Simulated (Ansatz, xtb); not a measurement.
Relative energy of two isomers of C4H2FNO3

Structure a is `N#C[C@@H]1OC(=O)O[C@@H]1F`, a singlet and structure b is `N#C[C@@]1(F)COC(=O)O1`, a singlet. Both are isolated molecules in the gas phase, relaxed with PBE0-D3(BJ)/def2-SVP; the shapes shown needn't be the lowest conformers.

a (Å):

```xyz
11

C     0.4614   -0.2011    0.7943
C    -0.8105   -0.1241    0.0853
C    -1.8059   -1.4124   -1.4855
C    -0.7183    0.5645   -1.2950
F     0.5322    0.4841   -1.7922
N     1.4534   -0.2432    1.3846
O    -1.3014   -1.4081   -0.2313
O    -2.3723   -2.3097   -1.9955
O    -1.5827   -0.1941   -2.0600
H    -1.5424    0.3996    0.7248
H    -1.0361    1.6164   -1.2991
```

b (Å):

```yaml
atoms:
  - { symbol: C, position_ang: [1.0063, 1.2333, -1.7720] }
  - { symbol: C, position_ang: [0.0557, 0.6388, -0.8183] }
  - { symbol: C, position_ang: [-0.9473, -0.3391, -1.4489] }
  - { symbol: C, position_ang: [0.0145, -1.2856, 0.3686] }
  - { symbol: F, position_ang: [-0.6014, 1.6397, -0.1808] }
  - { symbol: N, position_ang: [1.7242, 1.6953, -2.5496] }
  - { symbol: O, position_ang: [-1.0034, -1.3773, -0.5020] }
  - { symbol: O, position_ang: [0.2814, -2.0515, 1.2219] }
  - { symbol: O, position_ang: [0.7246, -0.1367, 0.1080] }
  - { symbol: H, position_ang: [-1.9304, 0.1371, -1.5568] }
  - { symbol: H, position_ang: [-0.5987, -0.7243, -2.4187] }
```

Quicker runs give these differences E(b) − E(a): GFN2-xTB +1.14 kcal/mol; HF/STO-3G −0.05 kcal/mol (at GFN2-xTB geometries); r2SCAN-D4/def2-SVP +1.00 kcal/mol (at GFN2-xTB geometries).

Task: Which of the two would you expect CCSD(T)/def2-SVP + ΔMP2/def2-TZVPP electronic energies to favour?

Result: CCSD(T)/def2-SVP + ΔMP2/def2-TZVPP gives E(b) − E(a) = +1.15 kcal/mol, favouring structure a, but this leans on the basis-set step: CCSD(T) alone gives +0.89 kcal/mol.

The same difference at several levels:

| level | geometry | E(b) − E(a) (kcal/mol) | departure from the last row (kcal/mol) | job, with rough time for the two |
| --- | --- | --- | --- | --- |
| GFN2-xTB | GFN2-xTB | +1.14 | −0.01 | optimisation, 0.3 s |
| HF/STO-3G | GFN2-xTB | −0.05 | −1.19 | single point, 0.72 s |
| r2SCAN-D4/def2-SVP | GFN2-xTB | +1.00 | −0.14 | single point, 8.4 s |
| PBE0-D3(BJ)/def2-SVP | PBE0-D3(BJ)/def2-SVP | +1.36 | +0.21 | optimisation, 88 s |
| HF/def2-SVP | PBE0-D3(BJ)/def2-SVP | +1.88 | +0.73 | part of the CCSD(T) run |
| MP2/def2-SVP | PBE0-D3(BJ)/def2-SVP | +0.92 | −0.23 | part of the CCSD(T) run |
| CCSD(T)/def2-SVP | PBE0-D3(BJ)/def2-SVP | +0.89 | −0.26 | single point |
| CCSD(T)/def2-SVP + ΔMP2/def2-TZVPP | PBE0-D3(BJ)/def2-SVP | +1.15 |  | single point, 3.5 min |

As drawn, both hold the same kinds of bond in the same numbers.

HF/STO-3G finds them nearly level. The largest departure from CCSD(T)/def2-SVP + ΔMP2/def2-TZVPP is that of HF/STO-3G, 1.19 kcal/mol. The last row adds to CCSD(T) the change of the MP2 difference between the two basis sets, here +0.26 kcal/mol.

With thermal terms from frequencies at re-optimised GFN2-xTB minima (ideal gas, soft modes damped towards free rotors, one conformer each, 298.15 K, 1 atm): the zero-point term adds −0.23 kcal/mol; ΔH is +0.97 and ΔG +0.98 kcal/mol.

The correlated steps freeze 9 core orbitals. Programs: Ansatz 0.2.0, xtb 6.7.1; the last row on 2 threads of Arm Neoverse V1 on a shared host.
